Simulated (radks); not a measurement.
Values are calculated unless marked as measured or tabulated.
Cr III, configuration [Ar] 3d4.

Code: a radial shooting solver on a logarithmic mesh with Libxc functionals. Model: Dirac Kohn-Sham, PBE, spin-unpolarised, spherical densities, finite nucleus; open shells are shared between the two j in proportion to 2j + 1; Fermi nuclear charge, rms radius 3.6452 fm.

Energy parts (eV):
part                      energy
total                 -28563.708
kinetic                28900.122
electron-nucleus      -67754.617
Hartree                11600.126
exchange-correlation   -1309.340

Orbitals (lengths in bohr, moments of r in powers of bohr; r(max) is where P^2 peaks):
orbital,occ.,eigenvalue (eV),r(max),<1/r>,<r>,<r^2>,small-component weight
1s1/2,2,-5901.136,0.04160,23.88,0.06355,0.005432,7.42e-03
2s1/2,2,-688.4517,0.2435,5.068,0.2929,0.1015,1.33e-03
2p1/2,2,-587.7738,0.1961,5.007,0.2579,0.08199,1.31e-03
2p3/2,4,-579.1266,0.1985,4.931,0.2608,0.08368,1.29e-03
3s1/2,2,-95.1304,0.7760,1.575,0.8976,0.9296,2.82e-04
3p1/2,2,-67.1402,0.7919,1.448,0.9504,1.064,2.46e-04
3p3/2,4,-66.1077,0.7987,1.432,0.9590,1.083,2.43e-04
3d3/2,1.6,-22.9125,0.8188,1.086,1.225,1.935,1.50e-04
3d5/2,2.4,-22.8177,0.8212,1.082,1.230,1.948,1.49e-04

The highest occupied level is 3d5/2 at -22.818 eV. Summed over all electrons, <r^2> = 16.80 bohr^2, which gives a Langevin (diamagnetic) susceptibility term of -13.3 x 10^-6 cm^3/mol. The density falls to 0.001 e/bohr^3 at r = 3.14 bohr.
